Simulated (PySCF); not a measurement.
**Computed properties of BiH5, SMILES [BiH5]**

BiH₅, SMILES [BiH5]. Geometry optimised at B3LYP-D3(BJ)/def2-TZVP. The def2 effective core potentials stand for the cores of Bi; spin–orbit coupling is left out. The values are those of a single conformer. All values are computed for the isolated molecule unless a solvent is named; none is compared with measurement here.

**Structure.** The optimised structure has D3h symmetry. All 12 harmonic modes at B3LYP-D3(BJ)/def2-TZVP (PySCF) are real, so it is a minimum.

**Vibrations.** The strongest infrared lines (harmonic, unscaled, degenerate partners summed) lie at 1485 cm⁻¹ (620 km/mol, H 99 %), 728 cm⁻¹ (500 km/mol, H 98 %), 1729 cm⁻¹ (448 km/mol, H 99 %). The softest mode is at 403 cm⁻¹ and the zero-point energy is 18.8 kcal/mol.

**Electronic structure.** HF/def2-TZVPD (PySCF) places the frontier levels at -8.49 and 0.58 eV, a gap of 9.07 eV, and gives a dipole moment of 0.00 D and a mean polarisability of 58.2 bohr³. PBE/def2-TZVPD (PySCF) at the same geometry gives -5.23 and -2.83 eV, so its gap is 6.67 eV narrower. An orbital gap is neither the optical nor the fundamental gap.

**Excitations.** TDDFT-M06-2X/def2-TZVPD (PySCF) has S1 at 3.44 eV (360 nm, f = 0.000, dark); the most intense of the 10 singlets computed lies at 6.80 eV (f = 0.31). Strengths of degenerate partners are summed. T1 (TDA) is at 2.13 eV. TDDFT-PBE/def2-TZVPD (PySCF) puts S1 at 3.20 eV. No vertical singlet excitation falls in the visible range (under 3.1 eV).
